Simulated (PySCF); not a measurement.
Solvent effects on NMR parameters

Mapped SMILES: `[CH:1]#[C:2]/[C:3]([CH:4]=[CH2:5])=[C:6](/[CH3:7])[C:8]#[N:9]`; H(Xn) means a hydrogen on atom n. Ha(C5) is cis to C3; Hb(C5) is trans to C3.

GIAO PBE0/pcSseg-1 in PySCF on one PBE0-D3(BJ)/def2-SVP conformer, non-relativistic, equivalent nuclei averaged. Solvents enter as an IEF-PCM continuum (benzene with ε = 2.3, acetone with ε = 20.5) around the gas-phase geometry. Shifts are referred to TMS computed in the same medium.

Gas phase, δ in ppm: C3 140.8, C4 137.4, C5 133.6, C8 125.0, C6 122.8, C1 98.9, C2 80.2, C7 18.1, H(C4) 6.61, Ha(C5) 6.35, Hb(C5) 5.92, H(C1) 3.69, H(C7) 2.01. Dipole moment 4.37 D.

(1) How does each δ change in the continuum?

(2) Which nuclei move most (in ppm), and what does the model miss?

Answers

(1) 
```csv
atoms,environment,"Δδ, benzene","Δδ, acetone"
C3,fully substituted alkene carbon,+1.6,+3.3
C4,alkene CH,+0.7,+1.7
C5,terminal =CH2 carbon,+2.3,+4.8
C8,nitrile carbon,+2.2,+4.8
C6,fully substituted alkene carbon,+0.2,+0.6
C1,terminal alkyne carbon,+1.4,+2.7
C2,alkyne carbon,+0.5,+1.2
C7,allylic methyl carbon,+0.3,+0.7
H(C4),hydrogen on an alkene CH,+0.14,+0.34
Ha(C5),hydrogen on a terminal =CH2 carbon,+0.08,+0.15
Hb(C5),hydrogen on a terminal =CH2 carbon,+0.19,+0.40
H(C1),hydrogen on a terminal alkyne carbon,+0.23,+0.48
H(C7),hydrogen on an allylic methyl carbon,+0.09,+0.19
```

Changes are relative to the gas phase. The dipole moment becomes 5.07 D in benzene, 5.89 D in acetone.

(2) C5 (terminal =CH2 carbon, +4.8 ppm) and C8 (nitrile carbon, +4.8 ppm) in acetone. A continuum only polarises the solute; specific hydrogen bonds, the anisotropy of aromatic solvents and changes of geometry or conformer are outside it.
